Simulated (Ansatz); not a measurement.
A nudged elastic band was laid between two geometries of C₂H₈BNO (13 atoms, charge 0, multiplicity 1).

Theory: RKS BLYP-D4/def2-SVP in Ansatz 0.2.0.

```json
{
 "movable images": "8",
 "climbing image": "no",
 "spring": "5.0 eV/Å²",
 "optimiser": "quadratic models (default)",
 "start path": "IDPP",
 "force threshold": "0.03 eV/Å",
 "iteration limit": "60",
 "end points": "relaxed"
}
```

Initial state:

```xyz
13
Properties=species:S:1:pos:R:3
B -1.271 1.934 0.925
N -0.627 0.701 1.085
C 0.367 0.119 0.213
O -0.191 -1.017 -0.435
C 0.750 -1.712 -1.236
H -2.112 2.263 1.733
H -0.956 2.642 -0.010
H -0.901 0.075 1.849
H 0.687 0.893 -0.524
H 1.272 -0.192 0.797
H 0.232 -2.585 -1.676
H 1.148 -1.079 -2.066
H 1.623 -2.078 -0.640
```

Final state:

```xyz
13
Properties=species:S:1:pos:R:3
B -0.769 1.770 0.520
N -0.371 0.530 1.035
C 0.826 -0.232 0.688
O 0.543 -1.458 0.038
C 0.045 -1.311 -1.289
H -1.816 2.255 0.895
H -0.050 2.327 -0.284
H -0.975 0.033 1.700
H 1.470 0.428 0.062
H 1.381 -0.517 1.606
H -0.096 -2.329 -1.698
H -0.930 -0.774 -1.320
H 0.764 -0.757 -1.938
```

(1) What changes between the two ends?

(2) Give the energies along the band, and the barrier.

(3) What is the geometry of the highest image?

## Answers

(1) No bond is made or broken. The dihedral H9–C3–O4–C5 goes from 65 to -51°.

(2) It converged. The highest image is number 4 of 0 to 9, 1.7 kcal/mol above the first end and 3.8 kcal/mol above the last; the last end lies 2.1 kcal/mol below the first. No image climbed, so the highest image needn't sit at the top of the path.

| image | path coordinate (Å) | energy (kcal/mol) | dihedral H9–C3–O4–C5 (°) |
| --- | --- | --- | --- |
| 0 | 0.00 | 0.0 | 65 |
| 1 | 0.47 | 0.2 | 54 |
| 2 | 0.93 | 0.8 | 41 |
| 3 | 1.40 | 1.5 | 27 |
| 4 | 1.86 | 1.7 | 11 |
| 5 | 2.33 | 1.2 | -6 |
| 6 | 2.79 | 0.1 | -22 |
| 7 | 3.26 | -1.1 | -35 |
| 8 | 3.73 | -1.8 | -44 |
| 9 | 4.19 | -2.1 | -51 |

(3) 
```xyz
13
Properties=species:S:1:pos:R:3:forces:R:3
B -1.082 1.939 0.645 0.00 -0.01 -0.01
N -0.634 0.684 1.076 0.00 0.00 0.00
C 0.499 -0.070 0.568 0.00 0.02 0.00
O 0.056 -1.301 0.005 0.01 -0.02 0.02
C 0.562 -1.592 -1.288 0.00 0.01 -0.03
H -2.072 2.416 1.159 0.01 0.01 0.00
H -0.461 2.516 -0.224 0.00 -0.01 0.00
H -1.154 0.175 1.798 0.00 0.00 0.00
H 1.020 0.563 -0.181 0.00 0.00 0.01
H 1.212 -0.294 1.398 -0.01 -0.01 0.00
H 0.115 -2.555 -1.605 0.00 0.01 0.00
H 0.287 -0.811 -2.037 0.00 0.00 0.01
H 1.673 -1.706 -1.300 0.00 0.00 0.01
```

The run took 94 s on 2 threads of Arm Neoverse V1, on a shared host, peak memory 0.14 GiB.
